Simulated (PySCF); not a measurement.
**ECD: SMILES [H]/N=C\C#C[C@H]1C[Si@H]1C, C₆H₉NSi**

Geometry (Å), atoms numbered from 1 in this order:
```xyz
17

C    -1.9421   -0.0488    1.4913
Si   -1.8583    0.8529   -0.1637
C    -1.3340   -0.0938   -1.6975
C    -0.1981    0.7909   -1.1325
C     0.9128    0.1519   -0.5522
C     1.8071   -0.4554   -0.0043
C     2.9225   -1.0569    0.6092
N     4.0440   -0.5258    0.8646
H    -1.6946    0.6164    2.3135
H    -1.2392   -0.8768    1.5116
H    -2.9371   -0.4440    1.6741
H    -2.6423    2.0656   -0.3428
H    -1.6846    0.1928   -2.6794
H    -1.1480   -1.1582   -1.6386
H     0.0657    1.6513   -1.7373
H     2.8012   -2.1003    0.8971
H     4.1180    0.4502    0.5770
```

Computed with TDDFT PBE0/def2-SVPD circular dichroism and optical rotation, one conformer, gas phase (PySCF). Geometry: GFN2-xTB.

States above about 6.6 eV (minus the energy of the highest occupied orbital) lie near or above the ionisation threshold and depend on the basis.

What are the CIP labels of the stereocentres?

Si2 R, C4 S.

Which excitations and rotatory strengths does the calculation give?

Rotatory strengths R in 10⁻⁴⁰ esu² cm², velocity form and length form (origin at the centre of mass); f in length form.
```csv
state,E (eV),λ (nm),f,R (velocity),R (length),main
1,4.56,272,0.002,+2.4,+3.0,HOMO−1→LUMO 0.91
2,4.79,259,0.427,-46.2,-45.6,HOMO→LUMO 0.92
3,5.10,243,0.010,-46.2,-46.7,"HOMO−2→LUMO 0.84, HOMO−3→LUMO 0.09"
4,5.60,221,0.002,-0.1,-0.4,"HOMO→LUMO+3 0.58, HOMO→LUMO+1 0.20"
5,5.91,210,0.006,+7.0,+7.3,HOMO→LUMO+2 0.90
6,5.99,207,0.049,+28.5,+26.5,"HOMO→LUMO+1 0.73, HOMO→LUMO+3 0.23"
7,6.24,199,0.019,+33.8,+34.4,HOMO−3→LUMO 0.72
8,6.44,193,0.024,-10.1,-9.6,"HOMO→LUMO+5 0.61, HOMO→LUMO+4 0.21"
9,6.63,187,0.006,-14.5,-13.8,"HOMO−1→LUMO+1 0.33, HOMO→LUMO+4 0.23"
10,6.66,186,0.050,+3.9,+4.5,"HOMO→LUMO+4 0.46, HOMO−1→LUMO+1 0.28"
11,6.80,182,0.069,+51.4,+50.7,"HOMO−1→LUMO+2 0.61, HOMO−1→LUMO+1 0.14"
12,6.94,179,0.018,-28.3,-26.5,"HOMO−2→LUMO+1 0.30, HOMO→LUMO+6 0.16"
13,7.00,177,0.048,+30.9,+30.5,"HOMO→LUMO+6 0.37, HOMO−1→LUMO+3 0.26"
14,7.06,176,0.058,-26.4,-25.7,"HOMO→LUMO+7 0.60, HOMO−1→LUMO+3 0.19"
15,7.16,173,0.002,+10.3,+9.1,"HOMO−2→LUMO+2 0.51, HOMO−2→LUMO+1 0.12"
16,7.18,173,0.129,-49.7,-49.5,"HOMO→LUMO+6 0.28, HOMO→LUMO+7 0.19"
```

Among the states computed, the strongest CD band (largest |R|) is state 11. The largest dissymmetry factor in size, g = 4R/(D+G), with D and G the electric and magnetic dipole strengths, is -0.035 for state 3 (velocity form, f = 0.010), among bands with |R| over 0.5. The mirror image has the same energies and oscillator strengths and all R with the opposite sign.
